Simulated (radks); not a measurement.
Removal energies from the tellurium ion Te13+, [Kr] 4d3, by Delta-SCF beside the eigenvalue of the level emptied. Method: scalar-relativistic Kohn-Sham, LDA (Slater exchange, Perdew-Wang correlation), spin-polarised, spherical densities, finite nucleus; Fermi nuclear charge, rms radius of each element as measured or else 0.836 A^(1/3) + 0.57 fm; computed with a radial shooting solver on a logarithmic mesh with Libxc functionals. Open shells are filled with parallel spins first.

4d: final configuration [Kr] 4d2; Delta-SCF (eV) 300.28; -eigenvalue (eV) 286.92
4p: final configuration [Ar] 3d10 4s2 4p5 4d3; Delta-SCF (eV) 376.38; -eigenvalue (eV) 362.59
4s: final configuration [Ar] 3d10 4s1 4p6 4d3; Delta-SCF (eV) 430.23; -eigenvalue (eV) 415.88
3d: final configuration [Ar] 3d9 4s2 4p6 4d3; Delta-SCF (eV) 869.75; -eigenvalue (eV) 839.03
